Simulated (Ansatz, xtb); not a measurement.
Isomers of FH4NOSi in order of energy

3 gas-phase structures of FH4NOSi, found in a search over its isomers (lower ones may exist). Each was relaxed with GFN2-xTB; where two conformers were screened, the lower at r2SCAN-D4/def2-SVP is listed:

A. `NO[SiH2]F`, a singlet
B. `N[Si@H](O)F`, a singlet
C. `[NH3+][Si@H-](=O)F`, a singlet

Make a reasoned guess at their ranking by r2SCAN-D4/def2-SVP single-point energy.

Calculated order at r2SCAN-D4/def2-SVP: B (0.0), C (28.2), A (75.0) kcal/mol.

Energies above the lowest of each column, in kcal/mol; the last columns are at PBE0-D3(BJ)/def2-SVP geometries and were run for some of them only (a dash: not run or not comparable):

```csv
structure,GFN2-xTB,HF/STO-3G,r2SCAN-D4/def2-SVP,PBE0-D3(BJ)/def2-SVP,CCSD(T)/def2-TZVP
B,0.0,0.0,0.0,0.0,0.0
C,11.4,76.3,28.2,28.9,28.2
A,51.3,41.6,75.0,–,–
```

Every level run on B puts it lowest or level with the lowest. Some further structures that were screened fall inside this span and aren't listed. Flexible structures stand in one conformer each, not always the lowest. Frequencies (PBE0-D3(BJ)/def2-SVP) were run for B, C alone.

Programs: Ansatz 0.2.0, xtb 6.7.1.
